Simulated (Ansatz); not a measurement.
Reaction (ligand exchange at a Ge–C bond): `C[CH]([AlH2])[GeH3]` + `CBS` → `CB[S][GeH3]` + `C[CH2][AlH2]`

Isolated molecules relaxed with PBE0-D4/def2-TZVP in Ansatz; ΔE leaves out vibrations. CBS: MP2 limit from def2 TZ/QZ plus the TZ coupled-cluster correction, frozen cores. Functionals use def2-TZVPP. For Ge outer-core shells are correlated without core-valence functions, which leaves a few kJ/mol of doubt a bond. Scalar relativity is left out up to krypton. One conformer a species, not always the lowest.

Is it downhill or uphill in electronic energy at CCSD(T)/CBS, and by how much? (An estimate is asked.)

Ansatz gave: Downhill: ΔE = -43.7 kJ/mol.

What do these levels give: PBE, r2SCAN, PBE0, SCS-MP2/def2-TZVPP, CCSD/def2-TZVPP, MP2/def2-QZVPP? (Best estimate.)

Ansatz gave: PBE -51.3, r2SCAN -50.6, PBE0 -52.2, SCS-MP2/def2-TZVPP -46.6, CCSD/def2-TZVPP -45.3, MP2/def2-QZVPP -44.9 kJ/mol.

Largest T1 diagnostic among the species: 0.013.

The D4 term adds +3.4 kJ/mol with B3LYP and +1.9 kJ/mol with PBE0; it sums over pairs of atoms, weighted by their polarisabilities, and B3LYP, whose exchange is more repulsive, gets the larger term. In def2-TZVPP, CCSD(T) changes the Hartree–Fock value by +15.8 kJ/mol (the triples alone add +1.2 kJ/mol) and MP2 by +14.9 kJ/mol.

B3LYP here is the variant with VWN-RPA as its local correlation; programs differ in this.
